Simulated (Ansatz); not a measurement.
# A relaxation, step by step

SnPNH₈, closed shell, PBE0-D4/def2-TZVP (Ansatz 0.2.0). Settings:

```yaml
hamiltonian: {xc: pbe0, dispersion: d4}
relax: {f_tol: 0.005, max_steps: 200}
```

Start, a step off a saddle point along its unstable mode:

Sn1  (-1.129, -0.977, 0.432)
N2  (1.025, -0.466, 0.371)
H3  (-0.905, -2.488, 1.309)
H4  (-1.890, 0.105, 1.456)
H5  (-1.617, -1.351, -1.124)
H6  (0.933, 0.273, -0.055)
P7  (-0.448, 1.839, -1.084)
H8  (1.450, -0.299, 1.281)
H9  (1.603, -1.114, -0.161)
H10  (0.396, 2.741, -0.325)
H11  (0.582, 1.737, -2.100)
(Å)

```
               step  energy less the last (meV)  largest force component (eV/Å)
                  1                      2610.7                          10.725
                  7                       427.5                           0.630
                 13                       140.9                           0.039
                 19                       139.0                           0.058
                 25                       138.3                           0.012
                 31                       138.2                           0.011
                 37                       134.3                           0.250
                 43                       110.7                           0.158
                 49                        95.5                           0.301
                 55                        72.7                           0.198
                 61                        49.3                           0.083
                 67                        36.0                           0.240
                 73                        15.7                           0.156
                 79                         4.8                           0.186
                 85                         1.0                           0.021
91 (rejected trial)                         0.5                           0.057
                 96                         0.0                           0.003
```

Step 43, positions (Å) and forces (eV/Å):

```csv
atom,x,y,z,Fx,Fy,Fz
Sn1,-1.886,-0.367,0.054,-0.017,-0.008,0.011
N2,2.184,-0.376,0.067,0.006,-0.022,0.023
H3,-0.759,-1.201,1.038,-0.010,0.016,-0.005
H4,-3.206,0.103,1.036,0.011,0.001,-0.012
H5,-2.457,-1.439,-1.148,0.018,-0.001,0.007
H6,3.111,0.034,0.075,-0.012,-0.004,-0.012
P7,-0.916,1.653,-1.053,0.158,-0.021,0.087
H8,1.792,-0.241,0.991,-0.001,0.005,-0.014
H9,2.302,-1.375,-0.055,0.003,0.012,-0.014
H10,-0.508,2.208,0.194,-0.091,0.028,-0.017
H11,0.345,1.003,-1.199,-0.064,-0.006,-0.055
```

Step 55, positions (Å) and forces (eV/Å):

```
atom       x       y       z      Fx      Fy      Fz
 Sn1  -1.674  -0.286   0.155  -0.052  -0.174  -0.021
  N2   1.941  -0.627  -0.029  -0.010  -0.026   0.013
  H3  -0.832  -0.600   1.621  -0.064   0.031  -0.094
  H4  -3.357  -0.168   0.530   0.198   0.000  -0.047
  H5  -1.456  -1.619  -0.917  -0.024   0.167   0.141
  H6   2.788  -0.091  -0.174  -0.025  -0.045  -0.020
  P7  -0.932   1.802  -1.003   0.044  -0.080  -0.047
  H8   1.831  -0.744   0.971  -0.003  -0.001   0.004
  H9   2.093  -1.550  -0.420   0.017   0.053   0.002
 H10  -0.820   2.524   0.212  -0.017   0.055   0.077
 H11   0.419   1.359  -0.947  -0.065   0.021  -0.008
```

Step 85, positions (Å) and forces (eV/Å):

```
atom       x       y       z      Fx      Fy      Fz
 Sn1  -1.392  -0.317   0.246   0.001   0.002   0.000
  N2   1.714  -0.800  -0.081   0.021  -0.005   0.005
  H3  -0.809  -0.532   1.834   0.001   0.000   0.000
  H4  -3.088  -0.040   0.350   0.000  -0.002   0.000
  H5  -1.187  -1.745  -0.667   0.002   0.001  -0.002
  H6   2.262  -0.186  -0.672  -0.009  -0.012   0.013
  P7  -0.362   1.642  -0.921  -0.007   0.004   0.002
  H8   2.186  -0.863   0.813  -0.009   0.008  -0.020
  H9   1.740  -1.721  -0.502  -0.003   0.006   0.003
 H10  -1.435   2.529  -0.631   0.005  -0.001  -0.002
 H11   0.370   2.032   0.231  -0.001  -0.003   0.000
```

Last step (96):

```
11
angstrom
Sn -1.3923 -0.3199 0.2279
N 1.7108 -0.8032 -0.0810
H -0.8195 -0.5634 1.8164
H -3.0896 -0.0453 0.3271
H -1.1807 -1.7296 -0.7115
H 2.2111 -0.2752 -0.7860
P -0.3575 1.6617 -0.8964
H 2.2279 -0.7184 0.7857
H 1.7421 -1.7770 -0.3577
H -1.4278 2.5457 -0.5885
H 0.3755 2.0246 0.2638
```

Hardware: 4 CPU threads of an Arm Neoverse V1, shared host. Wall time about 3.6 min.
